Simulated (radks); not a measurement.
The numbers below are computed, except where a source is named.
Question: Coherent X-ray form factor from a spherical all-electron density. Code: a radial shooting solver on a logarithmic mesh with Libxc functionals. Model: Dirac Kohn-Sham, BLYP, spin-unpolarised, spherical densities, finite nucleus; Fermi nuclear charge, rms radius of each element as measured or else 0.836 A^(1/3) + 0.57 fm.

sin(theta)/lambda (1/angstrom)  f0 (electrons)
0.05                                    17.809
0.1                                     17.260
0.15                                    16.414
0.2                                     15.360
0.25                                    14.195
0.3                                     13.012
0.4                                     10.858
0.5                                      9.200
0.6                                      8.046
0.8                                      6.681
1                                        5.759
1.25                                     4.677
1.5                                      3.685
2                                        2.309

The species is in the configuration that NIST lists as its ground one. Which atom or ion scatters so?

Answer: The titanium ion Ti4+, [Ar]. Extrapolating in s^2 from the first two rows gives f0(0) = 18.0, near the electron count 18; among species with that count, the fall with angle is slower the higher Z, and the table is that of Z = 22; from so few rows the species is fixed only to a neighbour or two.
